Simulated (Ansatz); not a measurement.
## Molecular dynamics of Ba₁₆B

The input (input.yaml):

```yaml
accuracy: low
crystal:
  lattice:
    - [10.04, 0.0, 0.0]
    - [0.0, 10.04, 0.0]
    - [0.0, 0.0, 10.04]
  atoms:
    - { symbol: Ba, position: [-0.03356954, -0.00028428, -0.02696654] }
    - { symbol: Ba, position: [0.52317007, -0.00026004, 0.0097758] }
    - { symbol: Ba, position: [0.0189324, 0.49975867, -0.01728883] }
    - { symbol: Ba, position: [-0.03354406, -0.00028284, 0.52684049] }
    - { symbol: Ba, position: [0.23097344, 0.23048232, 0.2499565] }
    - { symbol: Ba, position: [0.48037607, 0.49970531, 0.02069852] }
    - { symbol: Ba, position: [0.5231919, -0.00026017, 0.49013379] }
    - { symbol: Ba, position: [0.76857728, 0.26981149, 0.24994747] }
    - { symbol: Ba, position: [0.01892189, 0.49975915, 0.51718855] }
    - { symbol: Ba, position: [0.23103644, 0.76884195, 0.24995753] }
    - { symbol: Ba, position: [0.27905074, 0.2262414, 0.74994698] }
    - { symbol: Ba, position: [0.48038863, 0.49970514, 0.47919711] }
    - { symbol: Ba, position: [0.76849994, 0.72944741, 0.24994787] }
    - { symbol: Ba, position: [0.72903113, 0.26485846, 0.74995552] }
    - { symbol: Ba, position: [0.27882925, 0.7728712, 0.74994778] }
    - { symbol: Ba, position: [0.72884593, 0.73455126, 0.74995489] }
    - { symbol: B, position: [0.63619898, -0.00011973, 0.74997827] }
basis:
  ecutwfc: 420.0
kpoints:
  mp_grid: { grid: [2, 2, 2] }
hamiltonian:
  xc: pbe
scf:
  occupations: { method: fermi_dirac, width: 0.15 }
  lower_state_search: "off"
md:
  timestep: 1
  n_steps: 160
  ensemble: nvt_nose_hoover
  temperature: 1200.0
  initial_velocities: maxwell_boltzmann
  seed: 122052
  nose_hoover: { tau: 100.0, chain_length: 3 }
```

Launched with:

```bash
$ ansatz run input.yaml --threads 4 --pin off --max-ram 10240MiB --backend cpu --events-out ev --progress --plain --runs-dir out
```

It starts from a relaxed structure.

Output, in part (step lines):

```
md step     0: t =     0.00 fs  T =  1200.0 K  F+E_penalty+E_count = -95347.41615195 eV  E_kin = 2.481792 eV  conserved = -95344.93435998 eV  (8 SCF iters)
md step     1: t =     1.00 fs  T =  1199.7 K  F+E_penalty+E_count = -95347.41552424 eV  E_kin = 2.481164 eV  conserved = -95344.93436040 eV  (6 SCF iters)
md step     2: t =     2.00 fs  T =  1199.0 K  F+E_penalty+E_count = -95347.41412256 eV  E_kin = 2.479762 eV  conserved = -95344.93436074 eV  (6 SCF iters)
md step     3: t =     3.00 fs  T =  1198.0 K  F+E_penalty+E_count = -95347.41194800 eV  E_kin = 2.477588 eV  conserved = -95344.93436099 eV  (6 SCF iters)
md step     4: t =     4.00 fs  T =  1196.5 K  F+E_penalty+E_count = -95347.40900566 eV  E_kin = 2.474647 eV  conserved = -95344.93436116 eV  (6 SCF iters)
md step     5: t =     5.00 fs  T =  1194.8 K  F+E_penalty+E_count = -95347.40530475 eV  E_kin = 2.470949 eV  conserved = -95344.93436073 eV  (2 SCF iters)
md step     6: t =     6.00 fs  T =  1192.6 K  F+E_penalty+E_count = -95347.40085851 eV  E_kin = 2.466509 eV  conserved = -95344.93435962 eV  (2 SCF iters)
md step     7: t =     7.00 fs  T =  1190.1 K  F+E_penalty+E_count = -95347.39568429 eV  E_kin = 2.461344 eV  conserved = -95344.93435829 eV  (3 SCF iters)
[... lines left out ...]
md step   159: t =   159.00 fs  T =   524.2 K  F+E_penalty+E_count = -95345.31792790 eV  E_kin = 1.084117 eV  conserved = -95344.93428956 eV  (2 SCF iters)
md step   160: t =   160.00 fs  T =   528.7 K  F+E_penalty+E_count = -95345.32028576 eV  E_kin = 1.093531 eV  conserved = -95344.93428976 eV  (6 SCF iters)
```

The steps, from the saved trajectory:

```csv
time (fs),T (K),potential energy less start (eV),conserved less start (meV/atom)
0,1200,0.000,0.00
5,1195,0.011,0.00
10,1181,0.040,0.00
15,1159,0.085,0.00
20,1133,0.140,0.00
25,1104,0.201,0.00
30,1075,0.264,0.00
35,1045,0.328,0.00
40,1014,0.396,0.00
45,981,0.472,0.00
50,942,0.560,0.00
55,899,0.659,0.00
60,853,0.766,0.00
65,807,0.876,0.00
70,763,0.984,0.00
75,723,1.086,0.00
80,687,1.182,0.00
85,654,1.274,0.00
90,624,1.364,0.00
95,596,1.453,0.00
100,569,1.542,0.00
105,543,1.631,0.00
110,519,1.718,0.00
115,498,1.803,0.00
120,479,1.881,0.00
125,466,1.951,0.01
130,457,2.009,0.01
135,456,2.054,0.01
140,461,2.085,0.01
145,472,2.102,0.00
150,488,2.108,0.00
155,507,2.105,0.00
160,529,2.096,0.00
```

All steps were run. The conserved energy stayed within 0.0055 meV per atom of its start (net change 0.0041 meV per atom), so the integration is sound. The mean temperature of the second half is 56 % below the set value. A run of 0.16 ps of so small a system gives no equilibrium averages. Limits of this set-up: coarse k mesh, odd electron count without spin, a small cell, in which the defect meets its images, low accuracy level.

Mean squared displacements from the first frame to the last, about the centre of mass: Ba 0.29 Å², B 0.06 Å².

Last frame:

```xyz
17
Lattice="10.0400 0.0000 0.0000 0.0000 10.0400 0.0000 0.0000 0.0000 10.0400" Properties=species:S:1:pos:R:3
Ba -0.518 0.080 -0.020
Ba 5.136 -0.084 -0.011
Ba -0.065 4.403 -0.663
Ba 0.211 -0.361 4.923
Ba 2.563 2.600 3.044
Ba 5.076 4.903 0.107
Ba 5.050 0.059 4.998
Ba 7.974 3.186 2.472
Ba -0.038 5.777 5.123
Ba 2.488 7.208 2.314
Ba 2.523 2.478 7.656
Ba 4.673 4.832 5.269
Ba 7.301 7.002 2.236
Ba 7.410 2.438 7.178
Ba 2.734 8.277 7.670
Ba 7.632 7.399 7.929
B 6.597 -0.116 7.611
```

Run time: 17 min on 4 threads of Intel(R) Xeon(R) Platinum 8488C (Sapphire Rapids), with other jobs on the host, peak memory 3.8 GiB.
